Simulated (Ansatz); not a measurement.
Reaction (redistribution): `F[Si](F)(O[SiH3])O[SiH3]` + `ClC1O[SiH2]O1` → `F[Si](Cl)(O[SiH3])O[SiH3]` + `FC1O[SiH2]O1`

Calculated with Ansatz (gas phase, PBE0-D4/def2-TZVP geometries, no zero-point term in ΔE). CCSD(T)/CBS adds triple-zeta CCSD(T) − MP2 to the extrapolated MP2 energy (def2 sets, frozen cores). DFT in def2-TZVPP. B3LYP here is the variant with VWN-RPA as its local correlation; programs differ in this. Each species was taken in one conformer, which may not be the lowest.

```json
{"level": "r2SCAN-D4", "ΔE (kJ/mol)": "25.3", "difference from CCSD(T)/CBS": "-7.1"}
{"level": "PBE0-D4", "ΔE (kJ/mol)": "21.6", "difference from CCSD(T)/CBS": "-10.8"}
{"level": "ωB97X-V", "ΔE (kJ/mol)": "21.1", "difference from CCSD(T)/CBS": "-11.3"}
{"level": "ωB97M-V", "ΔE (kJ/mol)": "22.8", "difference from CCSD(T)/CBS": "-9.6"}
{"level": "B2PLYP", "ΔE (kJ/mol)": "30.5", "difference from CCSD(T)/CBS": "-1.9"}
{"level": "PBE", "ΔE (kJ/mol)": "23.2", "difference from CCSD(T)/CBS": "-9.2"}
{"level": "B3LYP", "ΔE (kJ/mol)": "29.4", "difference from CCSD(T)/CBS": "-3.0"}
{"level": "HF/def2-TZVPP", "ΔE (kJ/mol)": "23.7", "difference from CCSD(T)/CBS": "-8.7"}
{"level": "MP2/def2-TZVPP", "ΔE (kJ/mol)": "32.5", "difference from CCSD(T)/CBS": "0.1"}
{"level": "SCS-MP2/def2-TZVPP", "ΔE (kJ/mol)": "33.0", "difference from CCSD(T)/CBS": "0.6"}
{"level": "CCSD(T)/def2-TZVPP", "ΔE (kJ/mol)": "30.0", "difference from CCSD(T)/CBS": "-2.4"}
{"level": "MP2/def2-QZVPP", "ΔE (kJ/mol)": "34.8", "difference from CCSD(T)/CBS": "2.4"}
{"level": "SCS-MP2/def2-QZVPP", "ΔE (kJ/mol)": "35.2", "difference from CCSD(T)/CBS": "2.8"}
{"level": "HF/CBS(def2)", "ΔE (kJ/mol)": "26.5", "difference from CCSD(T)/CBS": "-5.9"}
{"level": "MP2/CBS(def2)", "ΔE (kJ/mol)": "35.0", "difference from CCSD(T)/CBS": "2.6"}
{"level": "CCSD/CBS(def2)", "ΔE (kJ/mol)": "31.9", "difference from CCSD(T)/CBS": "-0.5"}
{"level": "CCSD(T)/CBS", "ΔE (kJ/mol)": "32.4", "difference from CCSD(T)/CBS": "0"}
```

Largest T1 diagnostic among the species: 0.013.

In def2-TZVPP, CCSD(T) changes the Hartree–Fock value by +6.3 kJ/mol (the triples alone add +0.5 kJ/mol) and MP2 by +8.8 kJ/mol.
